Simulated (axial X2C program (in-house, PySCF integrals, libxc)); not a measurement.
## Worked dissociation energy of BiN⁻: LDA, spin-free

All values were computed with an in-house relativistic program for diatomic molecules. Spin-free means the one-electron spin-free X2C Hamiltonian. Basis: Bi dyall-acv3z [13s15p11d7f1g], N dyall-av3z [7s7p3d2f] (cores contracted in-house); Gaussian nuclei, density fitting, unrestricted open shells. Masses: Bi 208.980 u, N 14.003 u.

Molecular state: M_S = 1/2, Λ = 1 (beyond evenly filled blocks: π+α).

| Quantity | Value |
| --- | --- |
| E(Bi-) (2M_S = 2, M_L = 1) | -21522.886799 hartree |
| E(N) (2M_S = 3, M_L = 0) | -54.165548 hartree |
| E(BiN⁻) at Re | -21577.213489 hartree |
| ωe | 711.2 cm⁻¹ |
| ωexe | 3.45 cm⁻¹ |

Question: Work out De and D0.

Answer: De = -21522.886799 + (-54.165548) − (-21577.213489) = 0.16114 hartree = 4.385 eV. The zero-point energy is ωe/2 − ωexe/4 = 355 cm⁻¹ = 0.044 eV, so D0 = 4.341 eV.

The state is a single determinant with fixed occupations, the lowest that a limited PBE0 search found. Dissociation energies refer to the lowest single-determinant-based atoms at the same level and basis. The functionals have no current-density term, which raises determinants with orbital currents, atoms included. The highest occupied level of some functionals is positive through self-interaction error; at Hartree–Fock it is bound. Spin–orbit coupling changes these values markedly for this molecule (Re by over 0.02 Å or De by over 0.25 eV), so the spin-free numbers are a model. Spin-free De lacks the spin–orbit lowering of the heavy p-block atom, a tenth of an eV or more for 4p and 5p, up to an eV for 6p and one to two eV for 7p atoms, less what an open-shell molecule gains itself.

LDA overbinds, often by about an eV.

Each atomic determinant is the lowest at this level and need not be a pure term. Totals compare only within one Hamiltonian and basis.
